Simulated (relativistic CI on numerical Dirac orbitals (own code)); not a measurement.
Fe11+: sensitivity of the levels to the model

Base calculation: Dirac-Coulomb-Breit CI, KLI orbitals optimised for each configuration, model QED, unscaled Slater integrals.

CI space (outside the closed core [Ne]): 3s²3p³, 3s3p⁴, 3s²3p²3d, 3p⁵, 3s3p³3d, 3p⁴3d, 3s3p²3d², 3s²3p²4s, 3s²3p3d4p, 3s²3p²4p, 3p⁴4s, 3p⁴4p, 3s3p²3d4s, 3s²3p²4d, 3s3p³4s, 3s²3p²4f, 3s3p³4p, 3p³3d4p, 3s3p³4d, 3s²3p²5s, 3s²3p²5p, 3s3p³4f, 3s²3p4s4p, 3s²3p²5d, 3s²3p²5f, 3s²3p²5g, 3s3p²4s², 3s²3p²6s, 3s3p³5s, 3s²3p3d², 3s²3d³, 3s3p3d³, 3s²3d²4s, 3s²3d²4p, 3s²3d²4d, 3p³3d², 3p²3d³, 3p²3d²4s, 3p²3d²4p, 3p²3d²4d, 3s²3p3d4s, 3s3p3d²4s, 3s²3d4s², 3s²3d4s4p, 3s²3d4s4d, 3s3p²3d4p, 3s3p3d²4p, 3s3p3d4s4p, 3s3p3d4p², 3s3p3d4p4d, 3p³3d4s, 3p²3d4s², 3p²3d4s4p, 3p²3d4s4d, 3s²3p4s², 3s3p3d4s², 3s²4s²4p, 3s²4s²4d, 3s²3p4p², 3s²3d4p², 3s²4s4p², 3s²4p³, 3s²4p²4d. Double excitations out of closed p, d and f shells are left out; levels of such configurations are missing from the list, as are those of other unlisted configurations, and high levels can miss mixing partners. These lack a partner that the ground configuration has and come out too high: 3s²3p²4f, 3s3p³4d, 3s²3p²5s, 3s²3p²5p, 3s3p³4f.

Variants: (1) Breit term removed; (2) non-relativistic limit. Shifts of the energy above 3s²3p³ ⁴S°3/2, in cm⁻¹, for the lowest level and the first level of each name with at least 55 % of one term (blank where a level changes its place among those of its configuration and J or its character, or is not in the variant):

| Level | Base | Δ(1) | Δ(2) |
| --- | --- | --- | --- |
| 3s²3p³ ⁴S°3/2 | 0 | 0 | 0 |
| 3s²3p³ ²D°3/2 | 44299 | -112 | +2590 |
| 3s²3p³ ²D°5/2 | 48701 | +185 | -1812 |
| 3s²3p³ ²P°1/2 | 77841 | +85 | -2269 |
| 3s²3p³ ²P°3/2 | 83974 | +396 | -8403 |
| 3s3p⁴ ⁴P5/2 | 273878 | -92 | -10949 |
| 3s3p⁴ ⁴P3/2 | 283413 | +92 | -20484 |
| 3s3p⁴ ⁴P1/2 | 287750 | +185 | -24821 |
| 3s3p⁴ ²D3/2 | 342326 | +93 | -15659 |
| 3s3p⁴ ²D5/2 | 344217 | +273 | -17550 |
| 3s3p⁴ ²S1/2 | 416108 | +493 | -22850 |
| 3s²3p²3d ⁴F3/2 | 430570 | +381 | +438 |
| 3s²3p²3d ⁴F5/2 | 434265 | +573 | -3258 |
| 3s²3p²3d ⁴F7/2 | 439728 | +844 | -8720 |
| 3s²3p²3d ⁴F9/2 | 446580 | +1186 | -15573 |
| 3s²3p²3d ²F5/2 | 447626 | +627 |  |
| 3s²3p²3d ⁴D1/2 | 450767 | +594 | -6286 |
| 3s²3p²3d ⁴D3/2 | 451826 | +684 | -7345 |
| 3s²3p²3d ⁴D5/2 | 456464 | +928 |  |
| 3s²3p²3d ²G7/2 | 502948 | +866 | -9344 |
| 3s²3p²3d ²G9/2 | 505878 | +1132 | -12274 |
| 3s²3p²3d ⁴P5/2 | 521216 | +743 | -7930 |

At this charge energies of transitions that change n are usually good to better than 1 %, and those within a shell (Δn = 0) to a few per cent.

Ionisation energy from the two ground configurations alone: base 326.433 eV. The NIST ASD value (semi-empirical) is 330.8 eV.

LS names give the leading component of a level, which can be under half, so a name can repeat, a term be missing and a line seem to break the LS rules.
